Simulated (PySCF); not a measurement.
C7H9O (SMILES Cc1ccc([OH2+])cc1), charge +1, singlet, at a GFN2-xTB geometry; M062X/6-31G* (PySCF).

The PySCF input:
```python
from pyscf import gto, scf, dft

mol = gto.Mole()
mol.atom = '''
    C     2.87951788    0.20566659    0.42166366
    C     1.40826357    0.10095801    0.21597349
    C     0.71987839    1.09958188   -0.47152699
    C    -0.64445072    1.01104217   -0.68628767
    C    -1.30523065   -0.09810312   -0.20179620
    O    -2.75355612   -0.22906971   -0.47044933
    C    -0.66932931   -1.10929232    0.48541880
    C     0.69632597   -0.99914869    0.68833419
    H     3.21187229   -0.43385518    1.23387831
    H     3.17135935    1.23172760    0.63031576
    H     3.39733766   -0.10458254   -0.48607370
    H     1.25611675    1.95835130   -0.84314072
    H    -1.16763125    1.78695379   -1.22369178
    H    -3.16875779    0.65590003   -0.55414266
    H    -3.18240640   -0.77713632    0.22116556
    H    -1.21094853   -1.96791192    0.85156121
    H     1.21165585   -1.78111609    1.22304716
'''
mol.basis = '6-31g*'
mol.charge = 1
mol.verbose = 3
mol.build()

mf = dft.RKS(mol)
mf.xc = 'm062x'
mf.kernel()
mf.analyze()
```

Output, abridged:

```
converged SCF energy = -346.914872186111
**** MO energy ****
MO #1   energy= -20.0030818098734  occ= 2
MO #2   energy= -10.8102278010843  occ= 2
MO #3   energy= -10.7290659921037  occ= 2
MO #4   energy= -10.7290496333191  occ= 2
MO #5   energy= -10.7107828911313  occ= 2
MO #6   energy= -10.7070203500796  occ= 2
MO #7   energy= -10.7068820282768  occ= 2
MO #8   energy= -10.6564570929021  occ= 2
MO #9   energy= -1.50537702409634  occ= 2
MO #10  energy= -1.14485024850437  occ= 2
MO #11  energy= -1.04658919276716  occ= 2
MO #12  energy= -1.02615312440267  occ= 2
MO #13  energy= -0.963183710498893 occ= 2
MO #14  energy= -0.950796894483773 occ= 2
MO #15  energy= -0.87197917035452  occ= 2
MO #16  energy= -0.857494772575332 occ= 2
MO #17  energy= -0.813511193031442 occ= 2
MO #18  energy= -0.779605516459886 occ= 2
MO #19  energy= -0.710189621412282 occ= 2
MO #20  energy= -0.700517268927032 occ= 2
MO #21  energy= -0.66773807564907  occ= 2
MO #22  energy= -0.665330358326293 occ= 2
MO #23  energy= -0.628568427807243 occ= 2
MO #24  energy= -0.590687434232918 occ= 2
MO #25  energy= -0.58544154105707  occ= 2
MO #26  energy= -0.568849295876236 occ= 2
MO #27  energy= -0.559364189078403 occ= 2
MO #28  energy= -0.475559219585919 occ= 2
MO #29  energy= -0.458889587704661 occ= 2
MO #30  energy= -0.15133412855418  occ= 0
MO #31  energy= -0.135374891798729 occ= 0
MO #32  energy= -0.129144229340524 occ= 0
MO #33  energy= -0.0738673401168239 occ= 0
MO #34  energy= -0.0562291092156681 occ= 0
MO #35  energy= 0.0364283871336033 occ= 0
MO #36  energy= 0.0419019791284092 occ= 0
MO #37  energy= 0.047626725488735  occ= 0
 ** Mulliken atomic charges  **
charge of    0C =     -0.31791
charge of    1C =      0.06062
charge of    2C =     -0.08340
charge of    3C =     -0.12822
charge of    4C =      0.14483
charge of    5O =     -0.25346
charge of    6C =     -0.12799
charge of    7C =     -0.08377
charge of    8H =      0.12668
charge of    9H =      0.13031
charge of   10H =      0.13890
charge of   11H =      0.14306
charge of   12H =      0.13686
charge of   13H =      0.41686
charge of   14H =      0.41677
charge of   15H =      0.13673
charge of   16H =      0.14313

WARN: System has nonzero charge 1; the dipole moment is origin-dependent.
Location of origin: [0. 0. 0.]

Dipole moment(X, Y, Z, Debye): -7.65941,  0.18969,  0.14380
```
